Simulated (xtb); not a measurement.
vinyl fluoride (C$_{2}$H$_{3}$F), singlet, at a GFN2-xTB geometry, atoms displaced at random by about 0.05 Å a coordinate. Base run: GFN2-xTB in xtb.

xtb was given this input:
```
$ xtb mol.xyz --gfn 2 --opt --json

# file mol.xyz
6

C     -0.04897066     0.44061081    -0.03913038
C      1.18769147    -0.11553447     0.05238526
F     -1.10065072    -0.31050466     0.07101743
H     -0.11381910     1.50106391    -0.04370474
H      1.23850775    -1.19704536    -0.06207777
H      2.02714982     0.55001354    -0.02200480
```

The base run was repeated with changes; each row names its change, and settings that it needs were set with it.

| change | ΔE vs base (kJ/mol) | optimiser steps |
|---|---|---|
| base | 0.00 | 8 |
| opt level = loose | 0.01 | 7 |
| alpb = dmso | -10.30 | 8 |
| opt level = tight | 0.00 | 9 |
| opt level = lax | 0.01 | 7 |
| alpb = cs2 | -8.53 | 8 |
| engine = lbfgs | 0.00 | - |
| opt level = sloppy | 0.15 | 5 |
| engine = inertial | 0.02 | - |
| opt level = crude | 0.24 | 4 |
